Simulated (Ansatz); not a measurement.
FH$_{4}$NO$_{2}$Si (`N[Si](O)(O)F`). Charge 0, multiplicity 1.

| atom | x (Å) | y (Å) | z (Å) |
| --- | --- | --- | --- |
| N1 | -1.0790 | -0.8303 | 0.2502 |
| Si2 | 0.2914 | 0.1496 | 0.1628 |
| O3 | -0.2353 | 1.5793 | -0.4148 |
| O4 | 1.4628 | -0.5757 | -0.7065 |
| F5 | 1.0250 | 0.4324 | 1.5484 |
| H6 | -1.0106 | -1.8118 | 0.4571 |
| H7 | -1.9716 | -0.4454 | 0.5088 |
| H8 | 0.2933 | 2.3524 | -0.2136 |
| H9 | 1.2240 | -0.8505 | -1.5925 |

List the harmonic frequencies (cm⁻¹, unscaled) at PBE0-D4/def2-TZVP in Ansatz. (Estimate.)

The calculation gave: 191, 213, 274, 281, 348, 356, 366, 388, 407, 772, 805, 827, 843, 948, 987, 1006, 1579, 3627, 3723, 3931, 3934.

Is this a minimum?

Yes, all 21 modes are real.

Give the ideal-gas thermochemistry at 298.15 K and 1 bar (rigid rotor, harmonic oscillator; point group C1, symmetry number 1).

Zero-point energy 154.3 kJ/mol; H(298) − E = 175.1 kJ/mol; entropy 332.8 J/(mol·K), of which translation 165.9, rotation 109.2, vibration 57.8; G(298) − E = 75.9 kJ/mol.

Rotational constants (cm⁻¹)?

0.1374, 0.1325, 0.1217.
